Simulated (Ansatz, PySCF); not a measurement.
Ansatz (a quantum-chemistry and plane-wave program) was given this input:
Ansatz 0.2 input:
```yaml
crystal:
  periodic: [false, false, false]
  atoms:
    - {symbol: Ga, position_ang: [0.00000000, 0.00000000, 0.00000000]}
    - {symbol: H, position_ang: [0.70473237, -0.45461564, 1.43946828]}
    - {symbol: H, position_ang: [-0.32010954, 1.60719813, -0.29972668]}
    - {symbol: H, position_ang: [-0.38462283, -1.15258249, -1.13974160]}
basis:
  gaussian:
    orbitals: cc-pVDZ
hamiltonian:
  xc: b3lyp5
total_charge: 1
magnetization: {spin_polarized: true, initial_magnetization: 1}
accuracy: high
```

Write the same job for PySCF.

One answer among several that fit: 
```python
from pyscf import gto, scf, dft

mol = gto.M(
    atom='''
Ga    0.00000000    0.00000000    0.00000000
H     0.70473237   -0.45461564    1.43946828
H    -0.32010954    1.60719813   -0.29972668
H    -0.38462283   -1.15258249   -1.13974160
''',
    basis='cc-pvdz',
    charge=1,
    spin=1,
    verbose=3,
)

mf = dft.UKS(mol)
mf.xc = 'b3lyp5'
mf.grids.atom_grid = (99, 590)
mf.grids.prune = None
mf.kernel()
```

Both were run: Ansatz gave -1926.101761 Eh and PySCF -1926.101634 Eh, 0.127 mEh apart.
